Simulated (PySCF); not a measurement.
Compound: C₆H₅O₃ (charge -1).
Numbering: `[CH3:1][C:2](=[O:3])[c:4]1[cH:5][cH:6][o:7][c:8]1[O-:9]` (hydrogens: H10, H11, H12 on C1; H13 on C5; H14 on C6)

Geometry (GFN2-xTB, Å), atoms numbered from 1 in this order:
```
atom  x, y, z in Å
C1    -2.1705   -0.1123   -0.3896
C2    -1.0528   -0.5516    0.5466
O3    -1.3121   -1.2594    1.5294
C4     0.2464   -0.0992    0.2079
C5     1.4537   -0.3776    0.9290
C6     2.4596    0.2337    0.2806
O7     2.0075    0.9040   -0.8280
C8     0.6299    0.7136   -0.8983
O9    -0.0038    1.2254   -1.8190
H10   -3.1243   -0.5102   -0.0439
H11   -1.9618   -0.4615   -1.3983
H12   -2.2093    0.9740   -0.4286
H13    1.5203   -0.9688    1.8220
H14    3.5166    0.2895    0.4680
```

Structure optimised with GFN2-xTB, isolated species.

Take the most abundant isotopes and a rigid rotor. The values belong to one conformer with, in the numbering `[CH3:1][C:2](=[O:3])[c:4]1[cH:5][cH:6][o:7][c:8]1[O-:9]`, C1–C2–C4–C5 180°.

What are A, B and C (GHz)?

Ia = 174.25, Ib = 329.52, Ic = 500.68 u·Å²; 505379 MHz·u·Å²/I gives 2900, 1534 and 1009 MHz, that is A = 2.9003, B = 1.5337, C = 1.0094 GHz.

Classify the top.

An asymmetric top. Ray's parameter κ = (2B − A − C)/(A − C) = -0.445; −1 is the prolate and +1 the oblate limit.

What does the inertial defect say?

Not planar: Δ = Ic − Ia − Ib = -3.09 u·Å². For a rigid frame Δ = −2 Σ m c², so Σ m c² = 1.54 u·Å² lies off the ab plane, practically all of it from hydrogen. The atom farthest from that plane is 0.88 Å away.

Give the other two planar moments, Paa and Pbb, and the rms extents of the mass along the axes.

Paa = Σ m a² = (Ib + Ic − Ia)/2 = 327.97 and Pbb = Σ m b² = (Ia + Ic − Ib)/2 = 172.71 u·Å². With the mass M = 125.02 u, the rms extents √(P/M) along a, b and c are 1.62, 1.18, 0.11 Å.

Estimate the classical rotational partition function at 25 K, 50 K and 100 K.

Point group Cs, symmetry number σ = 1; q = (√π/σ)·√((kT/h)³/(ABC)), k/h = 20836.6 MHz/K: 9950 at 25 K, 28100 at 50 K, 79600 at 100 K.

Not checked by GFN2-xTB frequencies. Zero-point vibration and centrifugal distortion are left out.

The numbers are calculated, not measured.
